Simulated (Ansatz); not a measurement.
Relaxation of C2H10ClNSi2 (16 atoms, charge 0, multiplicity 1), to a largest force component of 0.015 eV/Å in at most 40 steps.

Computed with Ansatz, RKS PBE0-D4/6-31G*.

```xyz
16
Properties=species:S:1:pos:R:3:forces:R:3
C -0.263 -1.311 1.444 -1.03 2.83 0.73
Si -0.054 -0.494 -0.229 1.00 0.46 1.13
Si 2.165 -0.569 -0.771 0.99 -0.04 0.48
Cl -1.077 -1.523 -1.628 -0.90 -0.71 -0.95
C -0.579 1.296 -0.298 -1.19 1.26 0.28
N -1.994 1.472 0.078 -0.64 -0.22 0.01
H 0.049 -2.307 1.449 0.62 -1.83 0.09
H -1.331 -1.238 1.704 0.10 -0.28 -0.04
H 0.243 -0.714 2.254 -0.12 -0.60 -0.79
H 2.695 -1.972 -0.743 -0.08 0.11 -0.09
H 2.967 0.197 0.272 -0.28 -0.19 -0.29
H 2.459 0.050 -2.074 0.08 0.09 -0.36
H -0.468 1.748 -1.295 0.91 -0.20 -0.08
H -0.004 1.899 0.441 0.09 -0.42 -0.48
H -2.583 0.969 -0.609 0.32 0.61 0.49
H -2.248 2.476 0.050 0.12 -0.88 -0.13
```

Problem. Where does it end, and by what steps?

Solution. The run converged. After 7 steps the energy has fallen by 0.348 eV; H16 moved furthest, 0.23 Å.

| step | energy less start (eV) | largest force component (eV/Å) | accepted |
| --- | --- | --- | --- |
| 0 | 0.0000 | 2.827 | yes |
| 1 | -0.3097 | 0.782 | yes |
| 2 | -0.3378 | 0.290 | yes |
| 3 | -0.3444 | 0.143 | yes |
| 4 | -0.3470 | 0.067 | yes |
| 5 | -0.3479 | 0.050 | yes |
| 6 | -0.3482 | 0.017 | yes |
| 7 | -0.3482 | 0.012 | yes |

```xyz
16
Properties=species:S:1:pos:R:3
C -0.338 -1.210 1.481
Si 0.024 -0.438 -0.184
Si 2.275 -0.581 -0.811
Cl -1.077 -1.490 -1.631
C -0.612 1.342 -0.248
N -2.040 1.349 0.051
H -0.151 -2.288 1.479
H -1.387 -1.027 1.735
H 0.288 -0.752 2.256
H 2.730 -2.000 -0.825
H 3.122 0.173 0.160
H 2.486 0.005 -2.166
H -0.320 1.824 -1.198
H -0.084 1.884 0.550
H -2.548 0.884 -0.696
H -2.390 2.302 0.090
```

Time of the run: 71 s on 2 threads of Intel(R) Xeon(R) Platinum 8259CL CPU @ 2.50GHz (Skylake/Cascade Lake) (shared host), peak memory 0.36 GiB.
